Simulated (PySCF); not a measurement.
Order these species by their calculated properties.

Species are written as SMILES; each is one conformer at its optimised geometry, gas phase, non-relativistic unless stated. Electronic properties by PySCF.

Dipoles, sizes and rotational constants follow the conformer. The torsions of the flexible species, by atom-mapped SMILES:
- `[CH3:1][NH:2][N:3]=[C:4]([CH3:5])[CH3:6]`: C1–N2–N3–C4 -160°
- `[SH:1][c:2]1[cH:3][cH:4][cH:5][c:6]([Cl:7])[cH:8]1`: H–S1–C2–C3 180°
- `[CH:1]#[C:2][c:3]1[cH:4][n:5][n:6][n:7]1[CH:8]([CH3:9])[CH3:10]`: N6–N7–C8–C9 -119°
- `[F:1][C:2]([F:3])([F:4])[CH:5]1[SiH2:6][CH2:7][SiH2:8]1`: F1–C2–C5–Si6 -52°
- `[CH3:1][NH:2][NH:3][CH:4]1[CH2:5][CH2:6]1`: C1–N2–N3–C4 84°, N2–N3–C4–C5 142°
- `[CH3:1][N:2]([NH2:3])[CH:4]1[CH2:5][CH2:6]1`: C1–N2–C4–C5 154°, H–N3–N2–C1 -164°, H–N3–N2–C1 77°
- `[CH2:1]=[CH:2][N:3]([CH3:4])[NH:5][CH3:6]`: C1–C2–N3–C4 11°, C2–N3–N5–C6 -89°

The conformers of `C[C@@H]1CCNN1` and `NN1CCCC1` aren't listed.

(1) Rank by smallest rotational constant, lowest first (GFN2-xTB).
A. `CNN=C(C)C`
B. `C#Cc1n(nnc1)C(C)C`
C. `CC=[N+](C)C`
D. `CN1CCN1C`
E. `Sc1cccc(Cl)c1`

(2) Give the two extremes of that set in cm⁻¹.

(3) Rank by electronic spatial extent ⟨r²⟩ about the centre of nuclear charge, highest first (CAM-B3LYP/def2-SVPD at GFN2-xTB geometries).
A. `CC=[N+](C)C`
B. `CN1CCN1C`
C. `CN(N)C1CC1`
D. `CNNC1CC1`
E. `FC(F)(F)C1[SiH2]C[SiH2]1`

(4) By how much do the two ends of that ranking differ?

(5) Rank by dipole moment, highest first (CAM-B3LYP/def2-SVPD at GFN2-xTB geometries).
A. `CNNC1CC1`
B. `C=CN(C)NC`
C. `FC(F)(F)C1[SiH2]C[SiH2]1`
D. `CN1CCN1C`
E. `[H][H]`

(6) Rank by lowest triplet excitation (Tamm–Dancoff), highest first (TDA CAM-B3LYP/def2-SVPD at GFN2-xTB geometries).
A. `N1NCC[C@H]1C`
B. `FC(F)(F)C1[SiH2]C[SiH2]1`
C. `CN1CCN1C`
D. `CC=[N+](C)C`
E. `C=CN(C)NC`
F. `[H][H]`
G. `N1(N)CCCC1`
H. `CNNC1CC1`

(7) By how much do the two ends of that ranking differ?

(8) Rank by HOMO–LUMO gap, highest first (CAM-B3LYP/def2-SVPD at GFN2-xTB geometries).
A. `CNNC1CC1`
B. `CN1CCN1C`
C. `C[C@@H]1CCNN1`
D. `[H][H]`
E. `NN(C1CC1)C`

(9) Give the two extremes of that set in kcal/mol.

(10) Rank by static isotropic polarisability, highest first (CAM-B3LYP/def2-SVPD at GFN2-xTB geometries).
A. `N(C)N(C=C)C`
B. `[H][H]`
C. `C1C[C@@H](C)NN1`
D. `CC=[N+](C)C`
E. `FC(F)(F)C1[SiH2]C[SiH2]1`
F. `C1CN(C)N1C`

Answers

(1) E (0.670 GHz), B (0.940 GHz), A (1.679 GHz), D (2.465 GHz), C (2.829 GHz).

(2) `Sc1cccc(Cl)c1`: 0.0223 cm⁻¹; `CC=[N+](C)C`: 0.0944 cm⁻¹.

(3) E (1295 bohr²), D (710 bohr²), C (627 bohr²), B (580 bohr²), A (476 bohr²).

(4) By 819 bohr², between `FC(F)(F)C1[SiH2]C[SiH2]1` and `CC=[N+](C)C`.

(5) C (3.19 D), B (2.32 D), A (1.58 D), D (0.78 D), E (0.00 D).

(6) F (9.82 eV), B (6.46 eV), A (6.26 eV), H (6.12 eV), C (5.58 eV), G (5.12 eV), D (4.65 eV), E (4.10 eV).

(7) By 5.72 eV, between `[H][H]` and `C=CN(C)NC`.

(8) D (15.85 eV), C (9.64 eV), A (9.49 eV), E (9.33 eV), B (8.55 eV).

(9) `CN1CCN1C`: 197 kcal/mol; `[H][H]`: 365 kcal/mol.

(10) E (86.2 au), A (69.5 au), F (65.2 au), C (62.8 au), D (52.2 au), B (5.5 au).
